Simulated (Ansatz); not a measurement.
`N[SiH]` + `CC(C)[O][Cd][NH2]` → `CC(C)O[SiH]` + `[NH2][Cd][NH2]`  (redistribution)

Computed with Ansatz on PBE0-D4/def2-TZVP structures; ΔE is electronic, products minus reactants. CCSD(T)/CBS is the MP2 limit (def2-TZVPP, def2-QZVPP) plus CCSD(T) − MP2 in def2-TZVPP, frozen cores. This one scheme is used for every species. DFT in def2-TZVPP. HSE06 is defined as in plane-wave codes. def2 core potentials past Kr. For Cd outer-core shells are correlated without core-valence functions, which leaves a few kJ/mol of doubt a bond. One conformer a species, not always the lowest.

```csv
level,ΔE (kJ/mol)
BLYP,-2.1
HSE06,0.3
MP2/def2-SVP,13.1
HF/def2-QZVPP,-4.1
```

(1) What does CCSD(T)/CBS give? (An estimate is asked.)

Largest T1 diagnostic among the species: 0.015.

Results:

(1) Ansatz gave: -2.9 kJ/mol. The listed levels differ from it by 0.8, 3.2, 16.0, -1.2 kJ/mol.

Leaving LDA and LC-ωPBE aside and taking each functional with its dispersion term where it has one, the values, not all of them listed here, spread over 9.7 kJ/mol, from B2PLYP to B97M-V. At CCSD(T), def2-SVP lies +18.5 kJ/mol from the extrapolated value and def2-TZVPP +1.2 kJ/mol.
